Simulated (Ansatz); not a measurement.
CH3AgF3OP (`C[O][Ag-][P+](F)(F)F`), relaxed with RKS PBE0-D4/def2-TZVP in Ansatz from a GFN2-xTB geometry. The force threshold is 0.005 eV/Å; the program also tests the step.

Total charge 0; spin multiplicity 1. Ag takes the def2 core potential.

Start:

```xyz
10

C    -0.472    1.218   -0.868
O    -1.148    1.418    0.295
Ag   -0.982    0.316    2.039
P     0.245   -1.340    0.438
F     0.629   -2.305    1.680
F     1.523   -0.420    0.674
F     1.045   -2.297   -0.587
H    -1.128    1.448   -1.717
H    -0.153    0.136   -1.019
H     0.440    1.827   -0.935
```

How much energy does the relaxation release, and in how many steps? (Estimate.)

Ansatz gave: 134.31 kJ/mol, in 45 steps, 3 of them rejected.

Which bonds change most? (An estimate is asked.)

Ansatz gave: Ag3–P4 from 2.609 to 2.236 Å; O2–Ag3 from 2.069 to 1.963 Å; P4–F5 from 1.619 to 1.549 Å; P4–F7 from 1.615 to 1.549 Å.

Give the relaxed structure. (Best estimate.)

Computed: 
```xyz
10

C    -0.904    2.107   -1.199
O    -1.360    0.996   -0.501
Ag   -0.257   -0.429    0.275
P     0.920   -2.096    1.191
F     0.792   -2.359    2.712
F     2.461   -2.007    1.076
F     0.708   -3.540    0.671
H    -1.762    2.723   -1.505
H    -0.355    1.848   -2.119
H    -0.243    2.756   -0.602
```
